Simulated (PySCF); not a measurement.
Isomers of C7H12 side by side.

PySCF, wB97X-D/def2-SVPD, density fitting, gas phase; each molecule at its own PBE0-D3(BJ)/def2-SVP geometry, one conformer. Singlet excitations by full TDDFT with frozen cores, triplets by Tamm–Dancoff TDDFT and ionisation energies by ΔSCF, from the lowest of the holes tried. 

Torsions of the conformers computed, which needn't be the lowest (atom-mapped SMILES):
- `[CH2:1]=[CH:2][C:3](=[CH2:4])[CH:5]([CH3:6])[CH3:7]`: C1–C2–C3–C4 -176°, C2–C3–C5–C6 -158°

The conformers of `C1CC[C@H]2C[C@H]2C1`, `C=C1CCCCC1`, `C1C[C@H]2CC[C@@H]1C2` and `CC=C1CCCC1` aren't listed.

Reference: `C1CC[C@H]2C[C@H]2C1`, with HOMO energy -9.39 eV, LUMO energy 2.46 eV, lowest singlet excitation 7.68 eV, lowest triplet excitation 7.56 eV, mean polarisability 76.9 au and vertical ionisation energy 9.54 eV.

Changes against it:

```csv
molecule,Δ electronic energy (kcal/mol),Δ HOMO energy (eV),Δ LUMO energy (eV),Δ lowest singlet excitation (eV),Δ lowest triplet excitation (eV),Δ mean polarisability (au),Δ vertical ionisation energy (eV)
C=CC(=C)C(C)C,+16.0,+0.93,-1.55,-1.91,-4.27,+11.9,-0.97
CC=C1CCCC1,-3.5,+1.09,-0.18,-1.08,-3.42,+6.4,-1.10
```

Rows whose labels were lost:

```tsv
row	Δ electronic energy (kcal/mol)	Δ HOMO energy (eV)	Δ LUMO energy (eV)	Δ lowest singlet excitation (eV)	Δ lowest triplet excitation (eV)	Δ mean polarisability (au)	Δ vertical ionisation energy (eV)
P	-6.8	+0.57	-0.43	-0.69	-3.14	+5.4	-0.55
Q	-14.2	-0.62	-0.13	+0.60	+0.58	-0.9	+0.66
```

**Question.** Which row belongs to which of `C=C1CCCCC1` and `C1C[C@H]2CC[C@@H]1C2`?

**Answer.** P = `C=C1CCCCC1` and Q = `C1C[C@H]2CC[C@@H]1C2`. P and Q are told apart most clearly by the lowest triplet excitation (-3.14 against +0.58 eV).

**Question.** Which row has the smallest HOMO–LUMO gap and which the largest, and does the HOMO or the LUMO shift more there?

**Answer.** Smallest, counted from the reference: `C=CC(=C)C(C)C`, -2.48 eV (HOMO +0.93, LUMO -1.55), the larger shift being that of the LUMO. Largest: Q, +0.49 eV (HOMO -0.62, LUMO -0.13), the larger shift being that of the HOMO.

Note: wB97X-D ran without an empirical dispersion term, which enters the total energy and its gradient alone.
